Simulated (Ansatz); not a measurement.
`C#[C][Ga]([C]#C)[C]#C` and `C#[C][Ga]([CH3])[C]#C` differ in one atom or group.

Ansatz, PBE0-D4/def2-TZVP geometries, multiplicity 1. 

Scalar relativity is left out up to krypton.

| property | `C#[C][Ga]([C]#C)[C]#C` |
| --- | --- |
| LUMO energy (PBE/def2-TZVPP) / eV | -3.01 |
| HOMO–LUMO gap (ωB97M-V/def2-TZVPP) / eV | 10.06 |
| size of the dipole moment (ωB97M-V/def2-TZVPP) / D | 0.00 |
| LUMO energy (ωB97M-V/def2-TZVPP) / eV | -0.42 |
| HOMO energy (PBE0/def2-TZVPP) / eV | -8.20 |
| LUMO energy (PBE0/def2-TZVPP) / eV | -2.23 |

Task: What does the change do to each property? (Estimate.)

Result: The calculation gave: 
```json
{"property": "LUMO energy (PBE/def2-TZVPP) / eV", "`C#[C][Ga]([CH3])[C]#C`": "-2.56", "shift": "0.45"}
{"property": "HOMO–LUMO gap (ωB97M-V/def2-TZVPP) / eV", "`C#[C][Ga]([CH3])[C]#C`": "10.22", "shift": "0.16"}
{"property": "size of the dipole moment (ωB97M-V/def2-TZVPP) / D", "`C#[C][Ga]([CH3])[C]#C`": "0.55", "shift": "0.55"}
{"property": "LUMO energy (ωB97M-V/def2-TZVPP) / eV", "`C#[C][Ga]([CH3])[C]#C`": "0.04", "shift": "0.46"}
{"property": "HOMO energy (PBE0/def2-TZVPP) / eV", "`C#[C][Ga]([CH3])[C]#C`": "-7.95", "shift": "0.25"}
{"property": "LUMO energy (PBE0/def2-TZVPP) / eV", "`C#[C][Ga]([CH3])[C]#C`": "-1.75", "shift": "0.48"}
```

With PBE0 the HOMO rises by 0.25 eV and the LUMO rises by 0.48 eV, so the gap widens by about 0.23 eV. PBE moves the HOMO by 0.25 eV and ωB97M-V by 0.29 eV.
